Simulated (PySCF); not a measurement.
# Working out the ionisation energy of Rb

Rb [Kr] 5s1 (2S) → Rb+ [Kr] (1S). Computed with PySCF 2.14 in aug-cc-pwCVTZ-X2C, with scalar relativity by spin-free X2C-1e. Frozen: [Ar] 3d10. Energies in hartree (1 hartree = 27.21139 eV):

| part | Rb (lower) | Rb+ (upper) |
| --- | --- | --- |
| UHF | -2979.151197 | -2979.011444 |
| MP2 opposite-spin | -0.123579 | -0.117233 |
| MP2 same-spin | -0.046819 | -0.041326 |

Task: What does Hartree-Fock give?

Result: (-2979.011444) − (-2979.151197) = 0.139753 hartree = 3.803 eV.

Task: What do MP2 and SCS-MP2 (6/5 opposite-spin, 1/3 same-spin) give?

Result: The opposite-spin parts differ by 0.173 eV and the same-spin parts by 0.149 eV. MP2: 3.803 + (0.173) + (0.149) = 4.125 eV. SCS-MP2: 3.803 + 1.2 × (0.173) + (0.149)/3 = 4.060 eV.

Measured between the centres of the two terms (NIST): 4.177 eV, so MP2 (valence and next inner shell) is off by -0.052 eV.

What remains against the reference includes basis incompleteness, the frozen core and correlation beyond second order.
